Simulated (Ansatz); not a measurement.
Frontier orbitals of C₂H₇BFNO.

Z-matrix (Å, degrees):
```
B
N 1 1.691
C 1 1.643 2 84.9
H 1 1.205 2 107.0 3 115.3
H 1 1.205 2 109.5 3 -118.6
C 2 1.485 1 86.2 3 -14.3
H 2 1.014 1 120.5 3 -128.6
H 2 1.014 1 113.7 3 97.4
H 3 1.090 1 114.6 2 -97.3
H 3 1.091 1 120.0 2 129.9
O 6 1.364 2 106.8 1 -105.9
F 6 1.376 2 108.5 1 136.4
H 11 0.961 6 108.7 2 141.8
```

The species carries charge 0 and has multiplicity 1. The bonds changed during the relaxation, so this is another structure than the one it started from. The structure was optimised at the PBE0-D4/def2-TZVP level. It is one conformer, not always the lowest. Basis def2-TZVPP, Ansatz.

```tsv
functional	HOMO (eV)	LUMO (eV)
r2SCAN	-6.95	0.31
```

Question: Give HOMO and LUMO (eV) with LDA (SPW92), PBE, revPBE, BLYP, B97M-V, PBE0, B3LYP, r2SCANh, r2SCAN0, HSE06 (plane-wave form), BHLYP, CAM-B3LYP, LC-ωPBE, ωB97X-V, ωB97M-V, HF. (An estimate is asked.)

Answer: Ansatz gave: 
```
             functional    HOMO   LUMO
            LDA (SPW92)   -6.74  -0.55
                    PBE   -6.67  -0.40
                 revPBE   -6.60  -0.32
                   BLYP   -6.58  -0.43
                 B97M-V   -7.06  -0.19
                   PBE0   -8.04   0.47
                  B3LYP   -7.84   0.10
                r2SCANh   -7.46   0.57
                r2SCAN0   -8.23   0.93
HSE06 (plane-wave form)   -7.63   0.10
                  BHLYP   -9.36   1.09
              CAM-B3LYP   -9.50   1.22
                LC-ωPBE  -10.86   2.57
                ωB97X-V  -10.49   2.35
                ωB97M-V  -10.37   1.87
                     HF  -11.38   3.11
```

B3LYP here is the variant with VWN-RPA as its local correlation; programs differ in this. LC-ωPBE has ω = 0.4 bohr⁻¹. Positive LUMOs are unbound and depend on the basis.
